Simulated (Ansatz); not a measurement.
`[Cl][GaH][Cl]` + `[SiH3][SeH]` → `[SiH3][Se][GaH][Cl]` + HCl at 600 K and 1 bar (ligand exchange at a Ga–Cl bond).

Computed with Ansatz on PBE0-D4/def2-TZVP structures; ΔE is electronic, products minus reactants. CCSD(T)/CBS adds triple-zeta CCSD(T) − MP2 to the extrapolated MP2 energy (def2 sets, frozen cores). This one scheme is used for every species. For Ga, Se outer-core shells are correlated without core-valence functions, which leaves a few kJ/mol of doubt a bond. Scalar relativity is left out up to krypton. One conformer a species, not always the lowest.

```json
{"species": "`[Cl][GaH][Cl]`", "CCSD(T)/CBS energy (Eh)": "-2844.19972", "H − E (kJ/mol)": "59.6", "S (J/(mol·K))": "348.0"}
{"species": "`[SiH3][SeH]`", "CCSD(T)/CBS energy (Eh)": "-2692.20088", "H − E (kJ/mol)": "124.0", "S (J/(mol·K))": "341.5"}
{"species": "`[SiH3][Se][GaH][Cl]`", "CCSD(T)/CBS energy (Eh)": "-5076.01837", "H − E (kJ/mol)": "152.4", "S (J/(mol·K))": "482.9"}
{"species": "HCl", "CCSD(T)/CBS energy (Eh)": "-460.38127", "H − E (kJ/mol)": "35.4", "S (J/(mol·K))": "207.2"}
```

H − E and S are ideal-gas, rigid-rotor, harmonic terms from PBE0-D4/def2-TZVP, for one conformer and one mirror image of each species. 1 Eh = 2625.50 kJ/mol, R = 8.31446 J/(mol·K).

Question: By hand: ΔE, ΔH, ΔS and ΔG.

Answer: ΔE = (-5076.01837) + (-460.38127) − (-2844.19972) − (-2692.20088) = 0.00096 Eh = 2.5 kJ/mol. Δ(H − E) = 152.4 + 35.4 − 59.6 − 124.0 = 4.2, so ΔH = 6.7 kJ/mol. ΔS = 482.9 + 207.2 − 348.0 − 341.5 = 0.6 J/(mol·K). ΔG = 6.7 − 600 × (0.6)/1000 = 6.3 kJ/mol.

Question: By hand: the equilibrium constant, and the temperature at which ΔG would vanish if ΔH and ΔS stayed fixed.

Answer: log₁₀ K = −ΔG/(RT ln 10) = -0.5. ΔG = 0 at ΔH/ΔS = 11167 K, far beyond where these terms or the molecules hold.

The number of gas molecules stays the same, so ΔS is small and ΔH decides. A doubt of 5 kJ/mol in ΔE shifts log₁₀ K by 0.4 here. Other conformers and mirror images would add mixing entropy, several J/(mol·K) or more a flexible species. Modes under 60 cm⁻¹, often nearly free rotors, make the harmonic entropy too high. These are equilibria of isolated gas molecules and say nothing of rates. Largest T1 diagnostic: 0.011 (customary marks: 0.02 for closed shells, 0.045 for open ones).
